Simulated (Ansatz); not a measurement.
Be2Te2⁻. Charge -1, multiplicity 2. Geometry PBE0-D4/def2-TZVPD.

Cartesian coordinates in Å:
```
Be -0.013 0.690 -0.881
Be 0.013 -0.690 0.881
Te 0.541 -1.503 -1.185
Te -0.541 1.504 1.185
```

In the def2 sets Te takes a core potential; there is no spin–orbit coupling. At PBE-D4/def2-SVPD, PBE-D4/def2-TZVPD the highest occupied level of the charge -1 doublet lies above zero (up to 0.32 eV). By energy differences its removal costs 1.75 eV (vertical, to the charge 0 singlet, at PBE0-D4/def2-TZVPD). The structure comes from a short search, and lower isomers may exist.

Q: Estimate the α-spin orbital energies around the gap (eV) in Ansatz with PBE-D4/def2-SVPD, PBE-D4/def2-TZVPD, PBE0-D4/def2-SVPD, PBE0-D4/def2-TZVPD, CAM-B3LYP-D4/def2-TZVPD.

A: 
```json
{"orbital": "HOMO−13", "PBE-D4/def2-SVPD": "-35.75", "PBE-D4/def2-TZVPD": "-35.73", "PBE0-D4/def2-SVPD": "-38.96", "PBE0-D4/def2-TZVPD": "-38.93", "CAM-B3LYP-D4/def2-TZVPD": "-40.18"}
{"orbital": "HOMO−12", "PBE-D4/def2-SVPD": "-35.73", "PBE-D4/def2-TZVPD": "-35.72", "PBE0-D4/def2-SVPD": "-38.94", "PBE0-D4/def2-TZVPD": "-38.91", "CAM-B3LYP-D4/def2-TZVPD": "-40.16"}
{"orbital": "HOMO−11", "PBE-D4/def2-SVPD": "-35.73", "PBE-D4/def2-TZVPD": "-35.72", "PBE0-D4/def2-SVPD": "-38.94", "PBE0-D4/def2-TZVPD": "-38.91", "CAM-B3LYP-D4/def2-TZVPD": "-40.16"}
{"orbital": "HOMO−10", "PBE-D4/def2-SVPD": "-35.72", "PBE-D4/def2-TZVPD": "-35.72", "PBE0-D4/def2-SVPD": "-38.93", "PBE0-D4/def2-TZVPD": "-38.91", "CAM-B3LYP-D4/def2-TZVPD": "-40.16"}
{"orbital": "HOMO−9", "PBE-D4/def2-SVPD": "-35.72", "PBE-D4/def2-TZVPD": "-35.72", "PBE0-D4/def2-SVPD": "-38.93", "PBE0-D4/def2-TZVPD": "-38.91", "CAM-B3LYP-D4/def2-TZVPD": "-40.16"}
{"orbital": "HOMO−8", "PBE-D4/def2-SVPD": "-11.09", "PBE-D4/def2-TZVPD": "-11.02", "PBE0-D4/def2-SVPD": "-12.94", "PBE0-D4/def2-TZVPD": "-12.86", "CAM-B3LYP-D4/def2-TZVPD": "-14.60"}
{"orbital": "HOMO−7", "PBE-D4/def2-SVPD": "-10.51", "PBE-D4/def2-TZVPD": "-10.47", "PBE0-D4/def2-SVPD": "-12.25", "PBE0-D4/def2-TZVPD": "-12.19", "CAM-B3LYP-D4/def2-TZVPD": "-13.89"}
{"orbital": "HOMO−6", "PBE-D4/def2-SVPD": "-4.39", "PBE-D4/def2-TZVPD": "-4.31", "PBE0-D4/def2-SVPD": "-5.61", "PBE0-D4/def2-TZVPD": "-5.52", "CAM-B3LYP-D4/def2-TZVPD": "-6.79"}
{"orbital": "HOMO−5", "PBE-D4/def2-SVPD": "-2.88", "PBE-D4/def2-TZVPD": "-2.90", "PBE0-D4/def2-SVPD": "-4.02", "PBE0-D4/def2-TZVPD": "-4.04", "CAM-B3LYP-D4/def2-TZVPD": "-5.30"}
{"orbital": "HOMO−4", "PBE-D4/def2-SVPD": "-2.20", "PBE-D4/def2-TZVPD": "-2.16", "PBE0-D4/def2-SVPD": "-3.15", "PBE0-D4/def2-TZVPD": "-3.09", "CAM-B3LYP-D4/def2-TZVPD": "-4.16"}
{"orbital": "HOMO−3", "PBE-D4/def2-SVPD": "-2.18", "PBE-D4/def2-TZVPD": "-2.10", "PBE0-D4/def2-SVPD": "-3.15", "PBE0-D4/def2-TZVPD": "-3.06", "CAM-B3LYP-D4/def2-TZVPD": "-4.16"}
{"orbital": "HOMO−2", "PBE-D4/def2-SVPD": "-2.04", "PBE-D4/def2-TZVPD": "-2.03", "PBE0-D4/def2-SVPD": "-3.02", "PBE0-D4/def2-TZVPD": "-3.01", "CAM-B3LYP-D4/def2-TZVPD": "-4.15"}
{"orbital": "HOMO−1", "PBE-D4/def2-SVPD": "-0.95", "PBE-D4/def2-TZVPD": "-0.99", "PBE0-D4/def2-SVPD": "-1.82", "PBE0-D4/def2-TZVPD": "-1.87", "CAM-B3LYP-D4/def2-TZVPD": "-2.93"}
{"orbital": "HOMO", "PBE-D4/def2-SVPD": "0.32", "PBE-D4/def2-TZVPD": "0.32", "PBE0-D4/def2-SVPD": "-0.32", "PBE0-D4/def2-TZVPD": "-0.32", "CAM-B3LYP-D4/def2-TZVPD": "-1.12"}
{"orbital": "LUMO", "PBE-D4/def2-SVPD": "1.79", "PBE-D4/def2-TZVPD": "1.75", "PBE0-D4/def2-SVPD": "2.27", "PBE0-D4/def2-TZVPD": "2.22", "CAM-B3LYP-D4/def2-TZVPD": "2.98"}
{"orbital": "LUMO+1", "PBE-D4/def2-SVPD": "2.65", "PBE-D4/def2-TZVPD": "2.53", "PBE0-D4/def2-SVPD": "3.07", "PBE0-D4/def2-TZVPD": "2.82", "CAM-B3LYP-D4/def2-TZVPD": "3.08"}
{"orbital": "LUMO+2", "PBE-D4/def2-SVPD": "2.65", "PBE-D4/def2-TZVPD": "2.54", "PBE0-D4/def2-SVPD": "3.25", "PBE0-D4/def2-TZVPD": "2.84", "CAM-B3LYP-D4/def2-TZVPD": "3.10"}
{"orbital": "LUMO+3", "PBE-D4/def2-SVPD": "2.74", "PBE-D4/def2-TZVPD": "2.63", "PBE0-D4/def2-SVPD": "3.28", "PBE0-D4/def2-TZVPD": "2.96", "CAM-B3LYP-D4/def2-TZVPD": "3.39"}
{"orbital": "LUMO+4", "PBE-D4/def2-SVPD": "2.92", "PBE-D4/def2-TZVPD": "2.65", "PBE0-D4/def2-SVPD": "3.36", "PBE0-D4/def2-TZVPD": "3.12", "CAM-B3LYP-D4/def2-TZVPD": "3.43"}
{"orbital": "LUMO+5", "PBE-D4/def2-SVPD": "3.05", "PBE-D4/def2-TZVPD": "2.65", "PBE0-D4/def2-SVPD": "3.43", "PBE0-D4/def2-TZVPD": "3.21", "CAM-B3LYP-D4/def2-TZVPD": "3.49"}
{"orbital": "β HOMO", "PBE-D4/def2-SVPD": "-0.98", "PBE-D4/def2-TZVPD": "-1.01", "PBE0-D4/def2-SVPD": "-1.88", "PBE0-D4/def2-TZVPD": "-1.92", "CAM-B3LYP-D4/def2-TZVPD": "-2.98"}
{"orbital": "β LUMO", "PBE-D4/def2-SVPD": "1.57", "PBE-D4/def2-TZVPD": "1.54", "PBE0-D4/def2-SVPD": "2.21", "PBE0-D4/def2-TZVPD": "2.17", "CAM-B3LYP-D4/def2-TZVPD": "2.67"}
```
